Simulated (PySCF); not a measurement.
C3H10ClNSi, SMILES C[Si@H](Cl)[C@H](N)C.

Geometry optimised at PBE0-D3(BJ)/def2-SVP. The structure was generated by enumeration; whether it is a known compound was not checked. The values are those of a single conformer.

The numbers are results of TDA-ωB97X/def2-SVPD (PySCF), not measurements.

Vertical excitations. Gas-phase values at a fixed geometry.

### Question
Estimate the UV-visible absorptions. (An estimate is asked for; the answer gives what the named calculation found.)

### Answer

```tsv
state	energy (eV)	λ (nm)	f	main pairs
S1	6.74	184	0.036	HOMO→LUMO 69 %, HOMO→LUMO+3 14 %
S2	7.55	164	0.003	HOMO→LUMO+1 52 %, HOMO−1→LUMO+1 8 %
S3	7.97	156	0.002	HOMO→LUMO+2 63 %
S4	8.18	152	0.015	HOMO−2→LUMO+1 63 %, HOMO−2→LUMO 14 %
S5	8.27	150	0.027	HOMO−1→LUMO 54 %, HOMO→LUMO+1 15 %
S6	8.37	148	0.033	HOMO→LUMO+4 31 %, HOMO−1→LUMO+1 15 %, HOMO→LUMO 8 %, HOMO→LUMO+6 7 %
T1	6.53	190	0	HOMO→LUMO 65 %, HOMO→LUMO+3 14 %
T2	7.25	171	0	HOMO→LUMO+1 46 %, HOMO−1→LUMO+1 12 %, HOMO−1→LUMO 8 %
```
Triplets are in the Tamm–Dancoff approximation.
